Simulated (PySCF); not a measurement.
A calculated (LDA, PySCF 2.14, aug-cc-pVQZ-DK3, scalar relativity by spin-free X2C-1e) atom or ion has these occupied shells.

```
shell  electrons  orbital energy (eV)  rms radius, mean of both spins (bohr)
 1s α          1             -28948.7                                 0.0333
 1s β          1             -28948.7                                 0.0333
 2s α          1              -4398.1                                  0.136
 2s β          1              -4398.1                                  0.136
 2p α          3              -3957.1                                  0.121
 2p β          3              -3957.1                                  0.121
 3s α          1              -872.87                                  0.363
 3s β          1              -872.83                                  0.363
 3p α          3              -728.29                                  0.363
 3p β          3              -728.25                                  0.363
 3d α          5              -503.65                                  0.343
 3d β          5              -503.62                                  0.343
 4s α          1              -163.29                                  0.870
 4s β          1              -163.20                                  0.870
 4p α          3              -119.33                                  0.946
 4p β          3              -119.21                                  0.946
 4d α          5              -55.420                                   1.18
 4d β          5              -55.140                                   1.18
 5s α          1              -36.903                                   2.23
```

Question: Name the element and its charge.

Answer: Sn³⁺ (tin, charge +3), in [Kr] 4d10 5s1, 2S determinant.
